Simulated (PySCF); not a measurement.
# Circular dichroism: SMILES O=[S@]1C[C@H]2C[C@@H]1C2, C5H8OS

Cartesian coordinates in Å; atom numbers follow the order of the lines, from 1:
```xyz
15

O     0.752    2.563   -0.124
S     0.778    1.319   -0.892
C     1.435   -0.011    0.250
C     0.180   -0.812    0.525
C    -0.897    0.242    0.829
C    -0.866    0.482   -0.675
C    -0.476   -0.982   -0.856
H     2.206   -0.578   -0.267
H     1.849    0.478    1.128
H     0.313   -1.670    1.182
H    -0.613    1.085    1.458
H    -1.835   -0.187    1.176
H    -1.675    0.957   -1.220
H    -1.332   -1.653   -0.843
H     0.176   -1.226   -1.693
```

Method: PySCF, TDDFT PBE0/def2-SVPD circular dichroism and optical rotation, one conformer, gas phase. Geometry: GFN2-xTB.

States above about 6.7 eV (minus the energy of the highest occupied orbital) lie near or above the ionisation threshold and depend on the basis.

**Question.** Assign R or S to each stereocentre.

**Answer.** S2 S, C4 R, C6 S.

**Question.** Which excitations and rotatory strengths does the calculation give?

**Answer.** Rotatory strengths R in 10⁻⁴⁰ esu² cm², velocity form and length form (origin at the centre of mass); f in length form.
| state | E (eV) | λ (nm) | f | R (velocity) | R (length) | main |
| --- | --- | --- | --- | --- | --- | --- |
| 1 | 5.73 | 216 | 0.025 | -7.2 | -5.4 | HOMO→LUMO 0.90 |
| 2 | 5.95 | 208 | 0.009 | -16.9 | -19.0 | HOMO→LUMO+2 0.66, HOMO→LUMO+1 0.24 |
| 3 | 6.28 | 197 | 0.037 | -0.1 | -0.2 | HOMO→LUMO+1 0.69, HOMO→LUMO+2 0.25 |
| 4 | 6.67 | 186 | 0.008 | +11.6 | +8.2 | HOMO−1→LUMO+2 0.34, HOMO−1→LUMO 0.31 |
| 5 | 6.74 | 184 | 0.025 | -36.9 | -33.9 | HOMO→LUMO+3 0.67, HOMO−1→LUMO+2 0.14 |
| 6 | 6.87 | 181 | 0.010 | +15.9 | +17.3 | HOMO−1→LUMO 0.38, HOMO−1→LUMO+2 0.17 |
| 7 | 6.99 | 177 | 0.012 | -4.4 | -5.6 | HOMO→LUMO+4 0.62, HOMO−1→LUMO 0.08 |
| 8 | 7.16 | 173 | 0.001 | -2.4 | -1.7 | HOMO−1→LUMO+1 0.62, HOMO−1→LUMO+2 0.30 |
| 9 | 7.25 | 171 | 0.003 | -2.6 | -2.9 | HOMO→LUMO+6 0.47, HOMO→LUMO+5 0.33 |
| 10 | 7.46 | 166 | 0.061 | -3.3 | -3.5 | HOMO→LUMO+5 0.39, HOMO→LUMO+6 0.34 |
| 11 | 7.65 | 162 | 0.019 | +10.9 | +12.7 | HOMO→LUMO+7 0.81 |
| 12 | 7.69 | 161 | 0.040 | +21.1 | +21.9 | HOMO−1→LUMO+3 0.77 |
| 13 | 7.83 | 158 | 0.012 | +4.4 | +4.9 | HOMO−1→LUMO+4 0.37, HOMO→LUMO+8 0.29 |
| 14 | 7.88 | 157 | 0.054 | +11.0 | +11.4 | HOMO−1→LUMO+4 0.45, HOMO→LUMO+8 0.30 |
| 15 | 7.97 | 156 | 0.005 | -0.4 | -1.4 | HOMO→LUMO+9 0.68, HOMO→LUMO+8 0.24 |
| 16 | 8.08 | 153 | 0.017 | +18.6 | +17.2 | HOMO−1→LUMO+5 0.79 |

Among the states computed, the strongest CD band (largest |R|) is state 5. The largest dissymmetry factor in size, g = 4R/(D+G), with D and G the electric and magnetic dipole strengths, is -0.016 for state 8 (velocity form, f = 0.002), among bands with |R| over 0.5. The mirror image has the same energies and oscillator strengths and all R with the opposite sign.
